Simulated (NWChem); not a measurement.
Molecule: CH$_{5}$FSi; SMILES F[SiH2]C

```xyz
8

Si     0.4597     0.1495    -0.0001
C     -0.4677    -1.4769    -0.0006
F     -0.5895     1.3843     0.0000
H      1.3122     0.2696     1.2131
H      1.3127     0.2701    -1.2129
H     -1.1049    -1.5752    -0.8865
H      0.2407    -2.3149    -0.0020
H     -1.1033    -1.5768     0.8862
```
Atoms are numbered in this order, from 1.

All runs use the structure optimised with B3LYP/6-31G* (spherical d).

Task: Give the principal values of the shielding tensors (ppm) of Si1, C2, F3 from B3LYP/6-311G** (spherical d), GIAO (NWChem), with their diamagnetic and paramagnetic parts as GIAO splits them.

Result: 
| atom | σ11 | σ22 | σ33 | isotropic | diamagnetic | paramagnetic |
|---|---|---|---|---|---|---|
| Si1 | 270.0 | 330.9 | 405.9 | 335.6 | 878.8 | -543.2 |
| C2 | 170.5 | 189.8 | 194.4 | 184.9 | 251.7 | -66.8 |
| F3 | 378.7 | 382.0 | 424.9 | 395.2 | 473.4 | -78.2 |
